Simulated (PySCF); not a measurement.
These 3 structures share the formula C9H16. Computed with PBE0-D3(BJ)/def2-SVP geometry optimisation, gas phase in PySCF 2.14.0. Energies are electronic, without zero-point or thermal terms, for one conformer each. No frequencies were run at this level. Point groups hold within 0.08 Å.

Question: Order them by energy at this level, lowest first, and give relative energies in kJ/mol.
A. `[CH3:1][C@@H:2]1[CH2:3][CH2:4][C@H:5]2[CH2:6][CH2:7][CH2:8][C@@H:9]12` with C1–C2–C3–C4 -166°, C2–C3–C4–C5 40°, C3–C4–C5–C6 -140°, C4–C5–C6–C7 91°
B. `[CH3:1][CH2:2][C:3]#[C:4][CH2:5][CH2:6][CH2:7][CH2:8][CH3:9]` with C4–C5–C6–C7 -64°, C5–C6–C7–C8 177°, C6–C7–C8–C9 179°
C. `[CH3:1][CH2:2][CH2:3][CH:4]=[C:5]1[CH2:6][CH2:7][CH2:8][CH2:9]1` with C1–C2–C3–C4 -178°, C2–C3–C4–C5 -112°, C4–C5–C6–C7 171°, C5–C6–C7–C8 30°, C6–C7–C8–C9 -40°, C7–C8–C9–C5 34°

Answer: A (0.0), C (86.8), B (220.3).

As drawn, the highest has a C≡C bond, which the lowest lacks.

| SMILES | E (Eh) | E rel (kJ/mol) | dipole (D) | point group | A, B, C (MHz) |
| --- | --- | --- | --- | --- | --- |
| C[C@@H]1CC[C@H]2CCC[C@H]21 | -351.95545 | 0.0 | 0.03 | C1 | 2537, 1504, 1094 |
| CCCC=C1CCCC1 | -351.92237 | 86.8 | 0.29 | C1 | 4346, 672.6, 619.6 |
| CCC#CCCCCC | -351.87155 | 220.3 | 0.14 | C1 | 2125, 629.9, 511.6 |
